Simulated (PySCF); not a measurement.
Al(OH)(OMe)(NH2) (CH6AlNO2), SMILES C[O][Al]([NH2])[OH].

Geometry optimised at PBE-D3(BJ)/def2-SVP. The structure was generated by enumeration; whether it is a known compound was not checked. One conformer was computed; it need not be the lowest.

Method: PBE-D3(BJ)/def2-SVP in PySCF 2.14.0.

Frequencies are harmonic and unscaled.

List the normal modes with their intensities. (An estimate is asked for; the answer gives what the named calculation found.)


| mode | ν (cm⁻¹) | IR (km/mol) | moving atoms (share of kinetic energy) |
|---|---|---|---|
| 1 | 63 | 1.3 | H 93 % |
| 2 | 74 | 9.3 | O 45 %, H 26 %, C 16 %, N 11 % |
| 3 | 92 | 6.9 | C 32 %, O 32 %, H 25 % |
| 4 | 192 | 8.8 | H 30 %, N 27 %, O 26 %, Al 10 % |
| 5 | 193 | 28.5 | H 95 % |
| 6 | 258 | 136.1 | Al 58 %, O 23 %, N 17 % |
| 7 | 275 | 7.2 | O 57 %, Al 15 %, H 13 %, N 10 % |
| 8 | 297 | 136.3 | H 84 % |
| 9 | 326 | 0.1 | H 93 % |
| 10 | 535 | 165.1 | H 78 %, O 16 % |
| 11 | 611 | 11.9 | O 36 %, H 26 %, N 18 %, C 16 % |
| 12 | 635 | 24.2 | H 55 %, N 22 %, O 22 % |
| 13 | 845 | 130.4 | Al 47 %, N 21 %, H 13 %, O 11 % |
| 14 | 902 | 129.4 | Al 50 %, O 28 %, N 14 %, H 8 % |
| 15 | 1145 | 48.6 | H 66 %, C 23 %, O 11 % |
| 16 | 1149 | 0.0 | H 76 %, C 19 % |
| 17 | 1211 | 312.0 | O 53 %, C 33 %, H 11 % |
| 18 | 1423 | 0.7 | H 97 % |
| 19 | 1426 | 2.0 | H 97 % |
| 20 | 1435 | 19.0 | H 88 %, C 10 % |
| 21 | 1472 | 42.1 | H 89 %, N 11 % |
| 22 | 2902 | 121.9 | H 98 % |
| 23 | 2974 | 52.7 | H 90 %, C 10 % |
| 24 | 2976 | 49.3 | H 90 %, C 10 % |
| 25 | 3520 | 25.4 | H 96 % |
| 26 | 3612 | 24.1 | H 91 %, N 9 % |
| 27 | 3834 | 60.9 | H 94 % |
